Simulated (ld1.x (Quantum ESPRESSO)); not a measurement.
# nickel: TM pseudisation with PBE, fully relativistic reference atom.

nickel (Ni), norm-conserving Troullier–Martins (Kleinman–Bylander form), made with ld1.x (Quantum ESPRESSO) 7.5 (PBE, fully relativistic). Core [Ne], reference 3s2 3p6 3d8 4s2 4p0. Waves: 3s (bound): rc 0.95 bohr; 3p (bound): rc 0.95 bohr; 3d (bound): rc 1.92 bohr. Local part: the d channel. Core correction: none.

Open shells are filled in proportion to 2j + 1 (rel_dist='average').

Occupied shells without a wave of their own: 4s. They enter only through the test configuration that unscreens the potential.

All-electron outer shells of the reference configuration (PBE, scalar-relativistic, ld1.x):

| shell | level (eV) | outermost node (bohr) | outermost maximum (bohr) |
| --- | --- | --- | --- |
| 2s | -981.83 | 0.07 | 0.21 |
| 2p | -844.68 | – | 0.16 |
| 3s | -111.06 | 0.30 | 0.64 |
| 3p | -71.39 | 0.27 | 0.65 |
| 3d | -8.87 | – | 0.63 |
| 4s | -5.64 | 0.92 | 2.24 |
| 4p | -1.22 | 1.00 | 3.17 |

**Question.** Does the generator finish with these settings?

**Answer.** Yes, a potential is produced.

**Question.** Estimate the cutoffs (Ry, on a coarse ladder) from which the occupation-weighted sum of valence levels, in a spherical-Bessel basis at the reference potential, stays within 10 and 1 mRy of its value at 400 Ry.

**Answer.** 160 Ry and 260 Ry.

**Question.** What does a ghost test show?

**Answer.** No extra level below or beside the all-electron valence levels (s, p1/2, p3/2, d3/2, d5/2, f tested).

**Question.** Which valence shell sets the plane-wave cutoff?

**Answer.** 3s: its level needs 200 Ry to come within 1 mRy, against 140 Ry for 4s.

**Question.** Tests: 3s2 3p6 3d8 4s1 4p0; 3s2 3p6 3d8 4s0 4p0; 3s2 3p6 3d7 4s0 4p0; 3s2 3p6 3d8 4s1.5 4p0; 3s2 3p6 3d8 4s0 4p2; 3s1 3p6 3d8 4s2 4p0; 3s2 3p6 3d9 4s0 4p0. Which has the largest error in its energy relative to the reference configuration, and how large is it?

**Answer.** 3s2 3p6 3d7 4s0 4p0, with -1577 meV (all-electron minus pseudo) on +64.14 eV.
